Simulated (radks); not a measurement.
Excited configurations of Hg25+: one electron is placed in a higher orbital outside [Kr] 4d10 4f8. The ground configuration is [Kr] 4d10 4f9. Calculated with a radial shooting solver on a logarithmic mesh with Libxc functionals: scalar-relativistic Kohn-Sham, BLYP, spin-polarised, spherical densities, point nucleus; open shells are filled with parallel spins first (spin-orbit coupling, left out, can overturn this in heavy ions). Excitation = E - E(ground); binding = E(ion) - E, where the ion is the core of charge +26; n* = 26/sqrt(2 binding) in atomic units. These energies are relativistic, and a one-electron ion of charge +26 with no core already has n* below n in this formula (scalar-relativistic equation, point nucleus: 5s 4.985, 5p 4.991, 5f 4.998, 6s 5.984, 6p 5.990, 6d 5.995, 6f 5.997, 7s 6.984, 7p 6.990, 7d 6.995). The quantum defect is therefore taken as that value minus n*, so that it holds no relativistic shift of the bare ion.

outer orbital  excitation (eV)  binding (eV)     n*  quantum defect  eigenvalue (eV)
5s                      78.961        731.16  3.547           1.438          -716.77
5p                      153.76        656.36  3.743           1.247          -642.99
5f                      342.98        467.14  4.437           0.560          -455.38
6s                      368.88        441.25  4.566           1.419          -433.72
6p                      404.72        405.40  4.763           1.227          -398.41
6d                      450.29        359.83  5.056           0.939          -353.23
6f                      498.94        311.18  5.437           0.561          -304.88
7s                      512.88        297.24  5.563           1.421          -292.09
7p                      533.16        276.96  5.763           1.227          -272.06
7d                      559.39        250.73  6.057           0.938          -246.15

The Delta-SCF ionisation energy is 810.12 eV (NIST Atomic Spectra Database: 820 eV, theoretical). Self-interaction in the functional shifts the binding energies and quantum defects, so they are the method's values and not measured ones. Open shells are spherical and high-spin; term and fine-structure splittings are not resolved. Spin-orbit splitting is averaged out at the scalar-relativistic level.
